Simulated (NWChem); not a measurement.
# How basis sets differ on BaS (SMILES [S][Ba])

The species is BaS (2 atoms), meant as a singlet with charge 0. As SMILES, `[S][Ba]`. The bond length is the measured one.

```xyz
2

S     0.0000    0.0000    0.0000
Ba    0.0000    0.0000    2.5074
```

Quantity: the dipole moment, in D. The values are calculated.

```csv
level,kind,program,value (D),CPU time
TPSSh/def2-SVP (core potential),hybrid meta-GGA,NWChem,9.71,78 s
TPSSh/def2-SVPD (core potential),hybrid meta-GGA,NWChem,10.42,36 s
TPSSh/def2-TZVP (core potential),hybrid meta-GGA,NWChem,10.38,56 s
TPSSh/def2-TZVPD (core potential),hybrid meta-GGA,NWChem,10.52,66 s
TPSSh/def2-QZVPD (core potential),hybrid meta-GGA,NWChem,10.50,3.8 min
```

The values span 9.71 to 10.52 D. CPU times are rough (shared hosts, several kinds of processor): they show what a rung costs within a factor of a few.
